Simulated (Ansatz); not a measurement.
A made-up structure of AlBH₃Se (charge -1), singlet:

```
atom    x (Å)    y (Å)    z (Å)
  B1  -0.4804  -0.0499  -0.8172
 Al2   0.3481   0.5222   0.9944
 Se3   0.8692  -1.5396   0.1269
  H4  -1.6226  -0.4413  -0.8483
  H5   0.3882   1.9058   1.6225
  H6   0.9019   1.1245   2.3886
```

It is relaxed with PBE-D4/def2-SVPD and then PBE0-D4/def2-TZVPD (Ansatz 0.2.0). Atoms count as bonded within 1.22 times the sum of their covalent radii (H–H: 0.88 Å). The end point is not checked to be a true minimum.

(1) Does its bonding change? (Judge from chemistry; the calculation decides.)

## Answers

(1) The calculation gives: No: no bond forms or breaks.

Where it ends: The first stage lowers the energy by 4.53 eV in 11 steps. It ends as AlBH₃Se ([BH]1[AlH2][Se]1), total charge -1:
```csv
atom,x (Å),y (Å),z (Å)
B1,-0.7115,-0.3197,-0.1838
Al2,0.3082,0.8116,1.2130
Se3,1.1157,-0.9049,-0.4234
H4,-1.6124,-0.7688,-0.8399
H5,0.8402,2.3169,0.9313
H6,0.4642,0.3865,2.7697
```

Labels in which every atom is bracketed show which atoms are joined, not bond orders.

For scale, one of the runs: PBE0-D4/def2-TZVPD relaxation, 164 basis functions, launched by `ansatz run in.yaml --threads 2 --pin off --events-out ev --progress --plain --max-ram 4352MiB`. The run took about 26 s on 2 CPU threads of an Arm Neoverse V2 (shared host).
